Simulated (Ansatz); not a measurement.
Molecule: CH6O3Si (charge 0, singlet). 
Geometry from a B3LYP-D3(BJ)/def2-TZVP (Ansatz, a quantum-chemistry and plane-wave program) optimisation:
```
Si
O 1 1.6421
H 2 0.9609 1 117.50
O 1 1.6430 2 109.40 3 -44.62
H 4 0.9603 1 116.73 2 134.43
O 1 1.6522 2 112.65 3 70.49
H 6 0.9599 1 118.42 2 58.92
C 1 1.8510 2 105.67 3 -166.37
H 8 1.0912 1 110.82 2 -178.04
H 8 1.0913 9 108.25 1 121.28
H 8 1.0921 9 108.23 10 116.50
```

Basis-set convergence of Hartree-Fock and CCSD correlation energies (hartree) with Ansatz. Cores are frozen in the correlated levels unless marked. No spin-orbit coupling. Non-relativistic.

```tsv
basis	functions	E(HF)	E(corr, CCSD)
cc-pV(D+d)Z	109	-555.07111	-0.83723
cc-pV(T+d)Z	243	-555.19657	-1.04569
cc-pV(Q+d)Z	464	-555.22314	-1.11597
```

Extrapolating the two largest sets (X = 3 and 4) as X^-3: E(corr) = (64·(-1.11597) - 27·(-1.04569))/37 = -1.1673 Eh, an estimate of the basis-set limit. The largest set recovers 95.6 % of it, the smallest 71.7 %.
